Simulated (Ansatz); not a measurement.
`F/C=C/C(F)=C\F` + `[AlH2][SH]` → `F/C=C/[S][AlH2]` + `F/C=C/F`  (substitution at a C–C bond)

Isolated molecules relaxed with PBE0-D4/def2-TZVP in Ansatz; ΔE leaves out vibrations. CBS: MP2 limit from def2 TZ/QZ plus the TZ coupled-cluster correction, frozen cores. This one scheme is used for every species. Double bonds are as drawn, so ΔE can hold a change between cis and trans. One conformer a species, not always the lowest.

```json
{"species": "`F/C=C/C(F)=C\\F`", "HF/def2-TZVPP energy (Eh)": "-451.65854"}
{"species": "`[AlH2][SH]`", "HF/def2-TZVPP energy (Eh)": "-641.24904"}
{"species": "`F/C=C/[S][AlH2]`", "HF/def2-TZVPP energy (Eh)": "-817.03149"}
{"species": "`F/C=C/F`", "HF/def2-TZVPP energy (Eh)": "-275.84738"}
```

Q: Work out ΔE.

A: ΔE = (-817.03149) + (-275.84738) − (-451.65854) − (-641.24904) = 0.02871 Eh = +75.4 kJ/mol. CCSD(T)/CBS gives +54.7 kJ/mol.

Largest T1 diagnostic among the species: 0.013.

In def2-TZVPP, CCSD(T) changes the Hartree–Fock value by −17.9 kJ/mol (the triples alone add −3.6 kJ/mol) and MP2 by −23.3 kJ/mol. The D4 term adds −4.6 kJ/mol with B3LYP and −2.2 kJ/mol with PBE0; it sums over pairs of atoms, weighted by their polarisabilities, and B3LYP, whose exchange is more repulsive, gets the larger term.

B3LYP here is the variant with VWN-RPA as its local correlation; programs differ in this.
